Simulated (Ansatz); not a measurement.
Reaction (substitution at a C–Si bond): `FC([SiH3])[SiH2]S` + H₂Te → `FC([SiH3])[TeH]` + `[SiH3]S`

Gas-phase electronic energies from Ansatz, PBE0-D4/def2-TZVP geometries. CCSD(T)/CBS adds triple-zeta CCSD(T) − MP2 to the extrapolated MP2 energy (def2 sets, frozen cores). Elements past krypton have def2 core potentials. For Te outer-core shells are correlated without core-valence functions, which leaves a few kJ/mol of doubt a bond. Each species was taken in one conformer, which may not be the lowest.

```
            species  CCSD(T)/CBS(def2) energy (Eh)
`FC([SiH3])[SiH2]S`                    -1117.99434
               H₂Te                     -268.91024
  `FC([SiH3])[TeH]`                     -697.62294
          `[SiH3]S`                     -689.27336
```

Q: Work out ΔE.

A: ΔE = (-697.62294) + (-689.27336) − (-1117.99434) − (-268.91024) = 0.00828 Eh = +21.7 kJ/mol.

Largest T1 diagnostic among the species: 0.012.

In def2-TZVPP, CCSD(T) changes the Hartree–Fock value by −5.7 kJ/mol (the triples alone add −2.2 kJ/mol) and MP2 by −10.6 kJ/mol. From PBE to PBE0 (25 % exact exchange), in def2-TZVPP and without D4, ΔE moves by +4.2 kJ/mol.
